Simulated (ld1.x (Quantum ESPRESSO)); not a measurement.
Which change was made? (H, TM semilocal)

ld1.x (Quantum ESPRESSO) 7.5 input, shortened:

```
&input
   title='H', zed=1., rel=1, dft='PZ', iswitch=3,
   config='1s1 2p-2'
 /
 &inputp
   pseudotype=1, tm=.true., lloc=1,
   nlcc=.false.
 /
2
1S  1  0   1.00   0.00  1.35  1.35  0.0
2P  2  1  -2.00  -0.05  1.10  1.10  0.0
 &test
   configts(1)='1s1'
 /
```

Cutoffs, loose and tight: the cutoffs (Ry, on a coarse ladder) from which the occupation-weighted sum of valence levels, in a spherical-Bessel basis at the reference potential, stays within 10 and 1 mRy of its value at 400 Ry. They do not see the model core or the augmentation charge, which bear on the density cutoff. Test errors are all-electron minus pseudo excitation energies from the reference, over the configurations 1s0.5 (two spin-polarised tests are not counted in the largest error); variants that change the core or the reference have their own tests.

The base gives: outcome: generated; cutoff, loose: 18 Ry; cutoff, tight: 30 Ry; bound ghosts: none.

(1) After one change the result is: outcome: generated; cutoff, loose: 30 Ry; cutoff, tight: 50 Ry; bound ghosts: none. Which change was it?
A. wave 1s (bound): rc 1.35 bohr becomes 1s (bound): rc 1.64 bohr
B. wave 1s (bound): rc 1.35 bohr becomes 1s (bound): rc 2.06 bohr
C. wave 1s (bound): rc 1.35 bohr becomes 1s (bound): rc 1.08 bohr
D. wave 1s (bound): rc 1.35 bohr becomes 1s (bound): rc 0.90 bohr

Results:

(1) D. The others give: wave 1s (bound): rc 1.35 bohr becomes 1s (bound): rc 1.08 bohr → outcome: generated; cutoff, loose: 21 Ry; cutoff, tight: 40 Ry; bound ghosts: none | wave 1s (bound): rc 1.35 bohr becomes 1s (bound): rc 1.64 bohr → outcome: generated; cutoff, loose: 15 Ry; cutoff, tight: 25 Ry; bound ghosts: none | wave 1s (bound): rc 1.35 bohr becomes 1s (bound): rc 2.06 bohr → outcome: generated; cutoff, loose: 10 Ry; cutoff, tight: 18 Ry; bound ghosts: none.
